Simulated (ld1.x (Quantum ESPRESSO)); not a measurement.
**Building the TM semilocal potential for F (Z = 9) (BLYP, scalar-relativistic).**

ld1.x (Quantum ESPRESSO) 7.5 was run on this input:

```
&input
   title='F', zed=9., rel=1, dft='BLYP', iswitch=3,
   config='[He] 2s2 2p5',
   nld=2, rlderiv=1.15, eminld=-4.0, emaxld=5.0, deld=0.02
 /
 &inputp
   pseudotype=1, tm=.true., lloc=0,
   nlcc=.false.,
   file_pseudopw='F.pp', file_wfcaegen='ae.wfc', file_wfcncgen='nc.wfc'
 /
2
2P  2  1   5.00   0.00  1.05  1.05  0.0
2S  1  0   2.00   0.00  0.60  0.60  0.0
 &test
   configts(1)='2s2 2p5'
 /
```

Command:

```bash
ld1.x < F.in > F.out
```

Output (shortened: banner, matrices, multipoles, cross overlaps and the repeated all-electron block are left out):

```
Program LD1 v.7.5
     --------------------------- All-electron run ----------------------------

     F
     scalar relativistic calculation

     atomic number is  9.00
     dft =BLYP   lsd =0 sic =0 latt =0  beta=0.20 tr2=1.0E-14
     Exchange-correlation= BLYP
                           (   1   3   1   3   0   0   0)
     mesh =1105 r(mesh) =  99.76081 a.u. xmin = -7.00 dx = 0.01250
     1 Ry =  13.60569312 eV, c = 137.03599908

     n l     nl                  e(Ry)          e(Ha)          e(eV)
     1 0     1S 1( 2.00)       -48.8197       -24.4099      -664.2263
     2 0     2S 1( 2.00)        -2.1884        -1.0942       -29.7752
     2 1     2P 1( 5.00)        -0.8174        -0.4087       -11.1213

     final scf error:  4.8E-15 reached in  31 iterations

     Etot =    -199.674547 Ry,     -99.837273 Ha,   -2716.710608 eV

     Ekin =     199.546547 Ry,      99.773273 Ha,    2714.969081 eV
     Encl =    -477.972243 Ry,    -238.986121 Ha,   -6503.143655 eV
     Eh   =      99.367765 Ry,      49.683882 Ha,    1351.967312 eV
     Exc  =     -20.616616 Ry,     -10.308308 Ha,    -280.503346 eV

     normalization and overlap integrals

     s(1S/1S) =  1.000000  <r> =   0.1763  <r2> =    0.0420  r(max) =   0.1139
     s(2S/2S) =  1.000000  <r> =   1.0042  <r2> =    1.2317  r(max) =   0.7617
     s(2P/2P) =  1.000000  <r> =   1.1066  <r2> =    1.6480  r(max) =   0.7066

     ------------------------ End of All-electron run ------------------------

     --------------------- Generating NC pseudopotential ---------------------

      Generating local pot.: lloc=0, matching radius rcloc =   0.6000

      Wfc   2P  rcut= 1.054  Using Troullier-Martins method

     ------------------- End of pseudopotential generation -------------------

     Computing logarithmic derivative in   1.14344
     Message from routine run_pseudo:
     Warning: convergence not achieved
     Computing logarithmic derivative in   1.14344
     Computing the partial wave expansion
       no projector for channel:   0
     R is outside the sphere for l=    1 j= 0.00

     ---------------------- Testing the pseudopotential ----------------------

     F
     scalar relativistic calculation

     atomic number is  9.00   valence charge is  7.00
     dft =BLYP   lsd =0 sic =0 latt =0  beta=0.20 tr2=1.0E-14
     mesh =1105 r(mesh) =  99.76081 xmin = -7.00 dx = 0.01250

     n l     nl             e AE (Ry)        e PS (Ry)    De AE-PS (Ry)
     1 0     2S   1( 2.00)       -2.18843       -2.18847        0.00003
     2 1     2P   1( 5.00)       -0.81740       -0.81742        0.00002

     eps = 1.4E-13  iter =201

     Etot =    -199.674547 Ry,     -99.837273 Ha,   -2716.710608 eV
     Etotps =   -48.071611 Ry,     -24.035805 Ha,    -654.047586 eV

     Ekin =      19.559522 Ry,       9.779761 Ha,     266.120860 eV
     Encl =    -100.866532 Ry,     -50.433266 Ha,   -1372.359079 eV
     Ehrt =      42.227108 Ry,      21.113554 Ha,     574.529069 eV
     Ecxc =      -8.991709 Ry,      -4.495855 Ha,    -122.338435 eV

     ---------------------- End of pseudopotential test ----------------------
```

Generation and configuration tests took about 3.7 s on one core of a shared server CPU.

Transferability test of the new file with ld1.x, input:

```
&input
   title='F', zed=9., rel=1, dft='BLYP', iswitch=2,
   config='[He] 2s2 2p5'
 /
 &test
   file_pseudo='F.pp', nconf=8,
   configts(1)='2s2 2p5',
   configts(2)='2s2 2p4',
   configts(3)='2s2 2p3',
   configts(4)='2s2 2p2',
   configts(5)='2s2 2p5.3',
   configts(6)='2s1 2p6',
   configts(7)='2s2 2p1',
   configts(8)='2s2 2p4.5'
 /
```

```bash
ld1.x < F.test.in > F.test.out
```

Pseudopotential blocks of its output, shortened (energy terms left out; the distinct warnings before each block abridged to one line each):

```
     Warning: convergence not achieved
     ---------------------- Testing the pseudopotential ----------------------

     n l     nl             e AE (Ry)        e PS (Ry)    De AE-PS (Ry)
     1 0     2S   1( 2.00)       -2.18843       -2.18847        0.00003
     2 1     2P   1( 5.00)       -0.81740       -0.81742        0.00002

     eps = 7.6E-14  iter =201

     Etot =    -199.674547 Ry,     -99.837273 Ha,   -2716.710608 eV
     Etotps =   -48.071611 Ry,     -24.035805 Ha,    -654.047586 eV

     ---------------------- End of pseudopotential test ----------------------

          Warning: convergence not achieved
     ---------------------- Testing the pseudopotential ----------------------

     n l     nl             e AE (Ry)        e PS (Ry)    De AE-PS (Ry)
     1 0     2S   1( 2.00)       -3.47293       -3.47514        0.00222
     2 1     2P   1( 4.00)       -2.08169       -2.08171        0.00001

     eps = 2.8E-13  iter =201

     Etot =    -198.248647 Ry,     -99.124324 Ha,   -2697.310256 eV
     Etotps =   -46.645445 Ry,     -23.322723 Ha,    -634.643614 eV
     dEtot_ae =       1.425900 Ry
     dEtot_ps =       1.426166 Ry,   Delta E=      -0.000266 Ry

     ---------------------- End of pseudopotential test ----------------------

          Warning: convergence not achieved
     ---------------------- Testing the pseudopotential ----------------------

     n l     nl             e AE (Ry)        e PS (Ry)    De AE-PS (Ry)
     1 0     2S   1( 2.00)       -4.98788       -4.99135        0.00347
     2 1     2P   1( 3.00)       -3.60455       -3.59981       -0.00474

     eps = 2.8E-13  iter =201

     Etot =    -195.425582 Ry,     -97.712791 Ha,   -2658.900493 eV
     Etotps =   -43.823924 Ry,     -21.911962 Ha,    -596.254868 eV
     dEtot_ae =       4.248965 Ry
     dEtot_ps =       4.247686 Ry,   Delta E=       0.001279 Ry

     ---------------------- End of pseudopotential test ----------------------

          Warning: convergence not achieved
     ---------------------- Testing the pseudopotential ----------------------

     n l     nl             e AE (Ry)        e PS (Ry)    De AE-PS (Ry)
     1 0     2S   1( 2.00)       -6.69609       -6.69523       -0.00086
     2 1     2P   1( 2.00)       -5.35398       -5.33146       -0.02252  !

     eps = 3.6E-13  iter =201

     Etot =    -190.964406 Ry,     -95.482203 Ha,   -2598.203112 eV
     Etotps =   -39.374654 Ry,     -19.687327 Ha,    -535.719464 eV
     dEtot_ae =       8.710140 Ry
     dEtot_ps =       8.696957 Ry,   Delta E=       0.013184 Ry

     ---------------------- End of pseudopotential test ----------------------

          Warning: convergence not achieved
     ---------------------- Testing the pseudopotential ----------------------

     n l     nl             e AE (Ry)        e PS (Ry)    De AE-PS (Ry)
     1 0     2S   1( 2.00)       -1.85865       -1.85826       -0.00039
     2 1     2P   1( 5.30)       -0.49767       -0.49752       -0.00015

     eps = 5.0E-13  iter =201

     Etot =    -199.871011 Ry,     -99.935506 Ha,   -2719.383646 eV
     Etotps =   -48.268074 Ry,     -24.134037 Ha,    -656.720606 eV
     dEtot_ae =      -0.196465 Ry
     dEtot_ps =      -0.196463 Ry,   Delta E=      -0.000001 Ry

     ---------------------- End of pseudopotential test ----------------------

          Warning: convergence not achieved
     ---------------------- Testing the pseudopotential ----------------------

     n l     nl             e AE (Ry)        e PS (Ry)    De AE-PS (Ry)
     1 0     2S   1( 1.00)       -2.22334       -2.22135       -0.00198
     2 1     2P   1( 6.00)       -0.84776       -0.84855        0.00079

     eps = 9.1E-13  iter =201

     Etot =    -198.301243 Ry,     -99.150622 Ha,   -2698.025859 eV
     Etotps =   -46.699720 Ry,     -23.349860 Ha,    -635.382058 eV
     dEtot_ae =       1.373304 Ry
     dEtot_ps =       1.371891 Ry,   Delta E=       0.001413 Ry

     ---------------------- End of pseudopotential test ----------------------

          Warning: convergence not achieved
     ---------------------- Testing the pseudopotential ----------------------

     n l     nl             e AE (Ry)        e PS (Ry)    De AE-PS (Ry)
     1 0     2S   1( 2.00)       -8.57328       -8.55510       -0.01819  !
     2 1     2P   1( 1.00)       -7.30800       -7.24146       -0.06653  !

     eps = 1.6E-13  iter =201

     Etot =    -184.649768 Ry,     -92.324884 Ha,   -2512.288076 eV
     Etotps =   -33.101379 Ry,     -16.550689 Ha,    -450.367202 eV
     dEtot_ae =      15.024779 Ry
     dEtot_ps =      14.970232 Ry,   Delta E=       0.054547 Ry

     ---------------------- End of pseudopotential test ----------------------

          Warning: convergence not achieved
     ---------------------- Testing the pseudopotential ----------------------

     n l     nl             e AE (Ry)        e PS (Ry)    De AE-PS (Ry)
     1 0     2S   1( 2.00)       -2.79838       -2.79942        0.00104
     2 1     2P   1( 4.50)       -1.41424       -1.41448        0.00025

     eps = 3.0E-13  iter =201

     Etot =    -199.119800 Ry,     -99.559900 Ha,   -2709.162892 eV
     Etotps =   -47.516748 Ry,     -23.758374 Ha,    -646.498289 eV
     dEtot_ae =       0.554747 Ry
     dEtot_ps =       0.554863 Ry,   Delta E=      -0.000116 Ry

     ---------------------- End of pseudopotential test ----------------------
```
